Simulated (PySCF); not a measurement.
**MSb for M along the halogens**

PBE0 with triple-zeta basis sets in PySCF, for the lowest determinant that a PBE0 search found; no spin–orbit coupling. De refers to high-spin ground-configuration atoms. A positive dipole means M(−)Sb(+).

```csv
M,basis,state (unpaired electrons),Re (Å),ωe (cm⁻¹),De (eV),μ (D)
F,def2-TZVPP,triplet (π ↑↑),1.920,614,4.08,2.40
Cl,def2-TZVPP,triplet (π ↑↑),2.338,375,3.20,2.09
Br,x2c-TZVPPall,triplet (π ↑↑),2.486,262,2.84,1.84
I,def2-TZVPP,triplet (π ↑↑),2.683,210,2.42,1.44
```

The shortest bond is that of SbF (1.920 Å), the longest that of SbI (2.683 Å). SbF is bound most strongly (4.08 eV) and SbI least (2.42 eV).

The rows differ in basis set, which adds steps of its own.

Down a group the atoms grow and get heavier, so bonds lengthen and wavenumbers fall; this series shows no clear exception.

These are scalar-relativistic numbers at best; spin–orbit coupling would shift them, the dissociation energy most. States were picked by a PBE0 search and need not be the measured ground states.
